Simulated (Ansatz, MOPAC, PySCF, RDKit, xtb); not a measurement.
Noncovalent pair: H2O (SMILES O) (first 3 atoms) with CHN (SMILES C#N); geometry from B3LYP-D3(BJ)/def2-TZVP, rigid monomers moved along the line of their centres of mass till O1···H6 is 2.31 Å.
(charge 0, multiplicity 1):
```xyz
6

O     -0.0834    -0.0777    -0.1033
H      0.7091    -0.2325    -0.6277
H     -0.8282    -0.2309    -0.6938
C     -0.2307    -0.2785     3.2748
N     -0.2796    -0.3653     4.4176
H     -0.1846    -0.2003     2.2015
```

```
level                                  interaction energy (kcal/mol)  minus CCSD(T)/CBS(aug-cc-pVDZ, aug-cc-pVTZ)
-------------------------------------  -----------------------------  -------------------------------------------
UFF                                                             1.41                                         6.14
GFN-FF                                                         -3.78                                         0.95
PM6                                                            -3.12                                         1.61
GFN1-xTB                                                       -2.62                                         2.11
HF/STO-3G (no counterpoise)                                    -4.07                                         0.66
HF/3-21G (no counterpoise)                                     -9.94                                        -5.21
M06-2X/6-31G* (no counterpoise)                                -6.43                                        -1.70
MP2/6-31G*                                                     -5.33                                        -0.60
MP2/aug-cc-pVDZ                                                -4.45                                         0.28
MP2/aug-cc-pVTZ                                                -4.61                                         0.11
MP2/CBS(aug-cc-pVDZ, aug-cc-pVTZ)                              -4.68                                         0.05
CCSD/aug-cc-pVDZ                                               -4.37                                         0.36
CCSD/aug-cc-pVTZ                                               -4.58                                         0.14
CCSD(T)/CBS(aug-cc-pVDZ, aug-cc-pVTZ)                          -4.73                                         0.00
```

 The comparison column counts from a level with limits of its own.

The rows run from -9.94 (HF/3-21G (no counterpoise)) to 1.41 kcal/mol (UFF). From aug-cc-pVDZ to aug-cc-pVTZ MP2 changes by -0.17.

Interaction energies are E(AB) − E(A) − E(B) at the monomers' geometry in the complex; basis-set methods are counterpoise corrected. Rows marked so take none. RDKit's UFF carries no charges.

Correlated levels freeze the cores. CBS(a, b) extrapolates the correlation energy as X⁻³ and adds the Hartree–Fock energy of set b. Rows in 3-21G, 6-31G*, STO-3G carry no dispersion term and start afresh at each structure (6-31G* with six Cartesian d functions). MP2/6-31G* freezes PySCF's default core. The state that PM6 reach isn't checked.

Codes used: Ansatz (an electronic-structure program); MOPAC for PM6 (differences of heats of formation); PySCF for 3-21G rows, 6-31G* rows, STO-3G rows; RDKit for the force fields; xtb for the GFN methods. Each number belongs to the level named beside it.
